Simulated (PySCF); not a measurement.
The dipole of `CCC[C@]1(F)CS1` from its density and from atomic charges.

Coordinates (GFN2-xTB, Å) and charges (e) from the PBE0/pcSseg-1 density (PySCF):

| atom | x | y | z | Mulliken | IAO | Hirshfeld | ESP-fitted |
| --- | --- | --- | --- | --- | --- | --- | --- |
| C1 | 1.506 | 0.820 | 0.454 | -0.2892 | -0.4193 | -0.1189 | -0.2364 |
| C2 | 1.293 | -0.358 | -0.488 | -0.2694 | -0.2519 | -0.0668 | +0.2841 |
| C3 | -0.008 | -1.123 | -0.217 | -0.1571 | -0.2727 | -0.0778 | -0.1727 |
| C4 | -1.228 | -0.282 | -0.483 | +0.0422 | +0.2556 | +0.1024 | +0.2428 |
| F5 | -1.266 | 0.171 | -1.768 | -0.2826 | -0.2958 | -0.0914 | -0.2018 |
| C6 | -1.834 | 0.617 | 0.524 | -0.2154 | -0.3444 | -0.0836 | -0.2474 |
| S7 | -2.821 | -0.854 | 0.157 | -0.0400 | -0.0089 | -0.0616 | -0.1687 |
| H8 | 1.472 | 0.495 | 1.492 | +0.1077 | +0.1335 | +0.0379 | +0.0583 |
| H9 | 0.747 | 1.583 | 0.302 | +0.1261 | +0.1359 | +0.0359 | +0.0480 |
| H10 | 2.478 | 1.270 | 0.271 | +0.1229 | +0.1464 | +0.0440 | +0.0495 |
| H11 | 1.288 | -0.003 | -1.520 | +0.1311 | +0.1430 | +0.0357 | -0.0332 |
| H12 | 2.122 | -1.061 | -0.380 | +0.1236 | +0.1385 | +0.0424 | -0.0509 |
| H13 | -0.049 | -1.999 | -0.869 | +0.1429 | +0.1542 | +0.0461 | +0.0790 |
| H14 | -0.044 | -1.464 | 0.819 | +0.1241 | +0.1486 | +0.0439 | +0.0425 |
| H15 | -2.260 | 1.550 | 0.178 | +0.1735 | +0.1741 | +0.0564 | +0.1591 |
| H16 | -1.404 | 0.649 | 1.516 | +0.1596 | +0.1631 | +0.0547 | +0.1479 |

Form Σ q r in debye for every column and set it beside the full dipole.

The full density gives (1.97, 0.58, 1.35) D, 2.46 D in size; dipole vectors point from the negative to the positive end.

```csv
scheme,μx,μy,μz,size (D),share of the full size (%),angle to the full dipole (°)
Mulliken,1.88,0.29,3.03,3.57,145,25
IAO,1.27,-0.51,2.33,2.70,110,36
Hirshfeld,0.82,0.11,0.73,1.11,45,11
ESP-fitted,2.02,0.63,1.34,2.50,102,1
```

Which set comes closest?

Length of the difference vector: ESP-fitted 0.06 D, Hirshfeld 1.39 D, IAO 1.63 D, Mulliken 1.71 D. Closest: ESP-fitted. ESP charges are fitted to the potential around the molecule, whose slowest-falling term is the dipole's. 

What is left for the Hirshfeld atoms' own dipoles?

The Hirshfeld atoms' densities add up to the full density, so μ = Σ q r + Σ (atomic dipoles). The atomic dipoles sum to (1.97, 0.58, 1.35) − (0.82, 0.11, 0.73) = (1.15, 0.47, 0.62) D, 1.39 D in size.

With the origin at the mean of the coordinates, (0.000, 0.001, -0.001) Å, which are the largest single terms, by size, of the Hirshfeld dipole along the direction of the full one?

C1 -0.94, F5 +0.85, S7 +0.70, C4 -0.65, H10 +0.52 D; all 16 atoms together +1.09 D. The single terms depend on the origin, their sum doesn't.

Give the size of the full dipole in other units.

2.46 D = 0.967 au = 0.512 e·Å = 8.20 × 10⁻³⁰ C·m.

One conformer (not necessarily the lowest) at the GFN2-xTB geometry, without solvent, vibrations or thermal averaging.

The values belong to the conformer `[CH3:1][CH2:2][CH2:3][C@:4]1([F:5])[CH2:6][S:7]1`: C1–C2–C3–C4 65°, C2–C3–C4–F5 58°.
